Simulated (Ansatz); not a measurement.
Input file for Ansatz (a first-principles code): R-BLYP/def2-TZVPP on C3H10N (SMILES CC[NH2+]C). Charge +1.

Ansatz 0.2 input:
```yaml
crystal:
  periodic: [false, false, false]
  atoms:
    - {symbol: C, position_ang: [-1.90199641, -0.27915359, 0.26859538]}
    - {symbol: C, position_ang: [-0.56256967, 0.32352120, -0.09720339]}
    - {symbol: N, position_ang: [0.55036821, -0.28332145, 0.73399646]}
    - {symbol: C, position_ang: [1.91806885, 0.25620071, 0.43666584]}
    - {symbol: H, position_ang: [-2.15960564, -0.09271009, 1.31270360]}
    - {symbol: H, position_ang: [-2.67544056, 0.17963656, -0.34652869]}
    - {symbol: H, position_ang: [-1.92834582, -1.35407725, 0.08115508]}
    - {symbol: H, position_ang: [-0.29562040, 0.14119252, -1.13710214]}
    - {symbol: H, position_ang: [-0.52583171, 1.39612058, 0.08739265]}
    - {symbol: H, position_ang: [0.54581606, -1.29648885, 0.59479378]}
    - {symbol: H, position_ang: [0.33438080, -0.13872801, 1.72310936]}
    - {symbol: H, position_ang: [1.91407284, 1.32625670, 0.62511903]}
    - {symbol: H, position_ang: [2.64099007, -0.23821333, 1.08055685]}
    - {symbol: H, position_ang: [2.14571339, 0.05976434, -0.60743207]}
basis:
  gaussian:
    orbitals: def2-TZVPP
hamiltonian:
  xc: {name: BLYP}
total_charge: 1
scf: {lower_state_search: off}
```

The head of its log:

```
WARN ansatz: RAYON_NUM_THREADS=1 ignored (pool sized by the plan → 1); use --threads N
Functional definition: BLYP
these checks for a lower state are left out or cut short: stability, starts, cluster_reference, orbital_swaps, neighbouring_geometries, increment
integrals: 0.16 GiB planned
1285 factors; their error is unknown
mean field: 1.37 GiB planned
mean field evaluation 1: about -4732.3030 eV, gradient 1.1e2 eV
mean field evaluation 2: about -4695.8125 eV, gradient 1.6e2 eV
```

Question: Give the final energy of this run.

Answer: -174.8194 hartree.
